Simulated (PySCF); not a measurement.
# Mayer bond orders and bond lengths

Compound: C₂H₁₀OS₂Si₂.
Atom-mapped SMILES: `[CH3:1][SiH2:2][CH2:3][S:4][Si@@H:5]([OH:6])[SH:7]` (hydrogens: H8, H9, H10 on C1; H11, H12 on Si2; H13, H14 on C3; H15 on Si5; H16 on O6; H17 on S7)

Cartesian coordinates in Å at the GFN2-xTB level; atoms count from 1:
```xyz
17
C2H10OS2Si2 angstrom
C     -2.3387   -0.4912    1.6692
Si    -2.0388   -1.0548   -0.1150
C     -0.5049   -0.1353   -0.7860
S      0.9729   -0.6350    0.1634
Si     2.3642    0.7114   -0.7443
O      1.8358    2.2388   -0.7043
S      4.2310    0.5505    0.2983
H     -1.4580   -0.6636    2.2821
H     -3.1665   -1.0311    2.1182
H     -2.5730    0.5693    1.7166
H     -1.7728   -2.4935   -0.1860
H     -3.1573   -0.6873   -0.9935
H     -0.3169   -0.3755   -1.8295
H     -0.6001    0.9441   -0.6975
H      2.5022    0.4597   -2.1634
H      1.9324    2.8051    0.0587
H      4.0815   -0.6994    0.7015
```

Bond orders from the PBE0/pcSseg-1 density (PySCF). Isolated species at its GFN2-xTB geometry (one conformer only).

Problem. Where do the orders between heavy atoms depart from those drawn in the SMILES?

Solution. The largest departure is 0.156, at Si2–C3 (drawn single, 0.844). Drawn single, order below 0.88: Si2–C3 (0.844).

Problem. Set the Mayer orders of the bonds beside their lengths.

Solution. 
| bond | drawn as | length (Å) | Mayer order |
| --- | --- | --- | --- |
| C1–Si2 | single | 1.895 | 0.970 |
| Si2–C3 | single | 1.910 | 0.844 |
| C3–S4 | single | 1.826 | 0.983 |
| S4–Si5 | single | 2.138 | 0.971 |
| Si5–O6 | single | 1.617 | 1.051 |
| Si5–S7 | single | 2.144 | 1.000 |
| C1–H8 | single | 1.087 | 0.953 |
| C1–H9 | single | 1.085 | 0.961 |
| C1–H10 | single | 1.087 | 0.956 |
| Si2–H11 | single | 1.465 | 0.957 |
| Si2–H12 | single | 1.469 | 0.949 |
| C3–H13 | single | 1.087 | 0.930 |
| C3–H14 | single | 1.087 | 0.918 |
| Si5–H15 | single | 1.448 | 0.886 |
| O6–H16 | single | 0.955 | 0.927 |
| S7–H17 | single | 1.322 | 0.928 |

Bonds between the same two heavy elements. C–Si: lowest Si2–C3 (0.844, 1.910 Å), highest C1–Si2 (0.970, 1.895 Å). S–Si: lowest S4–Si5 (0.971, 2.138 Å), highest Si5–S7 (1.000, 2.144 Å); in 1 of the 1 pairs the longer bond (by over 0.003 Å) has the higher order (by 0.02 or more).

Problem. Sum the orders of all bonds at each heavy atom with more than one neighbour and set the sums beside the valence in the SMILES.

Solution. C1 3.840 (drawn 4), Si2 3.720 (drawn 4), C3 3.675 (drawn 4), S4 1.954 (drawn 2), Si5 3.908 (drawn 4), O6 1.978 (drawn 2), S7 1.928 (drawn 2). Orders between atoms that aren't bonded are not in these sums.

The Mayer order sums products of elements of PS (density times overlap matrix) between the two atoms' basis functions, so it depends on the basis set.
